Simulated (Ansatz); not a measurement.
`O=CN[SiH3]` and `CNC=O` differ in one atom or group.

Ansatz, PBE0-D4/def2-TZVP geometries, multiplicity 1. Each molecule was computed in one conformer, which needn't be the lowest.

| property | `O=CN[SiH3]` |
| --- | --- |
| HOMO–LUMO gap (ωB97M-V/def2-TZVPP) / eV | 12.16 |
| size of the dipole moment (ωB97M-V/def2-TZVPP) / D | 3.44 |
| LUMO energy (B3LYP/def2-TZVPP) / eV | -0.27 |
| HOMO–LUMO gap (PBE/def2-TZVPP) / eV | 5.16 |
| HOMO energy (PBE/def2-TZVPP) / eV | -6.26 |
| zero-point energy (PBE0-D4/def2-TZVP) / kJ/mol | 161.7 |

Task: What does the change do to each property? (Estimate.)

Result: Ansatz gave: 
```tsv
property	`CNC=O`	shift
HOMO–LUMO gap (ωB97M-V/def2-TZVPP) / eV	12.13	-0.03
size of the dipole moment (ωB97M-V/def2-TZVPP) / D	3.93	0.49
LUMO energy (B3LYP/def2-TZVPP) / eV	0.42	0.69
HOMO–LUMO gap (PBE/def2-TZVPP) / eV	5.44	0.28
HOMO energy (PBE/def2-TZVPP) / eV	-5.84	0.42
zero-point energy (PBE0-D4/def2-TZVP) / kJ/mol	195.5	33.8
```

With PBE0 the HOMO rises by 0.39 eV and the LUMO rises by 0.71 eV, so the gap widens by about 0.32 eV. PBE moves the HOMO by 0.42 eV and ωB97M-V by 0.50 eV. Dipoles are sizes alone; their direction can turn.

B3LYP here is the variant with VWN-RPA as its local correlation; programs differ in this.
